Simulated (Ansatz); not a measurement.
Pt₄Au⁺, relaxed as a singlet with RKS r2SCAN-D4/def2-SVP in Ansatz, starting from the GFN1-xTB geometry. Force threshold 0.02 eV/Å.

In the def2 sets Au, Pt take a core potential; there is no spin–orbit coupling. The structure comes from a short search, and lower isomers may exist.

Start:

```xyz
5

Pt   -0.269    1.130    1.863
Pt    0.330    0.276   -0.338
Pt   -1.132   -0.971    1.190
Pt   -0.641   -1.873   -0.945
Au    1.712    1.439   -1.770
```

(1) Estimate the energy that the relaxation releases and the steps that it takes.

(2) Does the start keep its bonding and symmetry?

(3) Predict the relaxed structure.

## Answers

(1) 168.1 kJ/mol, in 13 steps; 2.5 min on 4 threads of Intel Xeon on a shared host. No frequencies were taken in this run, so the end may be a saddle point.

(2) Bonds formed: Pt1–Pt4 (atoms count from 1). The end is the same structure that another start reached, the lowest one found. Point group C2v at the start, Cs at the end, both within 0.05 Å.

(3) 
```xyz
5

Pt   -0.951    1.007    1.135
Pt    0.985   -0.039   -0.085
Pt   -0.637   -1.400    1.605
Pt   -1.198   -1.079   -0.782
Au    1.801    1.511   -1.873
```
Bond lengths (bridged metal pairs left out): 6 × Pt–Pt 2.47 to 2.84 Å; 1 × Au–Pt 2.50 Å.
